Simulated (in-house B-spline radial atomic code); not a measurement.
Configurations of Pr VIII (Pr7+), with energies counted from [Kr] 4d10 (4f5/2)1 5s2 (5p1/2)2 (5p3/2)1. Method: Dirac-Hartree-Fock, average of each configuration as written, Fermi nucleus of rms radius 4.8919 fm. Calculated with a B-spline radial code for spherical atoms. Energies include first-order Breit, QED and recoil terms.

Occupations are held fixed; configurations that lie above the ionisation limit could autoionise.

| configuration | E - E(ref) (eV) | highest orbital | its <r> (bohr) |
| --- | --- | --- | --- |
| [Kr] 4d10 (4f7/2)1 5s2 (5p1/2)1 (5p3/2)2 | 3.9431 | 4f7/2 | 0.8623 |
| [Kr] 4d10 (4f7/2)1 5s2 (5p3/2)3 | 8.4269 | 4f7/2 | 0.8626 |
| [Kr] 4d10 (4f7/2)1 5s2 (5p1/2)2 (7p3/2)1 | 73.738 | 7p3/2 | 4.614 |
| [Kr] 4d10 5s2 (5p1/2)1 (5p3/2)2 (6g7/2)1 | 84.684 | 6g7/2 | 5.253 |
| [Kr] 4d10 5s2 (5p1/2)1 (5p3/2)2 (8d3/2)1 | 88.502 | 8d3/2 | 7.467 |
| [Kr] 4d10 5s2 (5p3/2)3 9s1 | 95.19 | 9s1/2 | 8.484 |
| [Kr] 4d10 (4f7/2)1 5s2 (5p1/2)1 (5p3/2)1 (8g9/2)1 | 97.991 | 8g9/2 | 10.45 |

Problem. Order these further configurations by energy, lowest first.
A. [Kr] (4d3/2)4 (4d5/2)5 (4f5/2)1 5s2 (5p3/2)3 (6g9/2)1
B. [Kr] 4d10 5s2 (5p1/2)2 (5p3/2)1 (6d5/2)1
C. [Kr] (4d3/2)3 (4d5/2)6 (4f7/2)1 5s2 (5p1/2)1 (5p3/2)2 8s1
D. [Kr] 4d10 (4f7/2)1 5s2 (5p1/2)2 (5p3/2)1
E. [Kr] (4d3/2)3 (4d5/2)6 (4f7/2)1 5s2 (5p3/2)3 6s1

Solution. D (0.65189 eV), B (61.006 eV), E (168.8 eV), C (202.4 eV), A (205.57 eV).

Problem. How far above the reference does [Kr] 4d10 5s2 (5p1/2)1 (5p3/2)2 (6f7/2)1 lie?

Solution. 77.12 eV; its least bound orbital is 6f7/2 with <r> = 4.311 bohr.

Problem. How far above the reference does [Kr] (4d3/2)4 (4d5/2)5 (4f5/2)1 5s2 (5p1/2)2 (5p3/2)1 (5f7/2)1 lie?

Solution. 171.02 eV; its least bound orbital is 5f7/2 with <r> = 2.516 bohr.
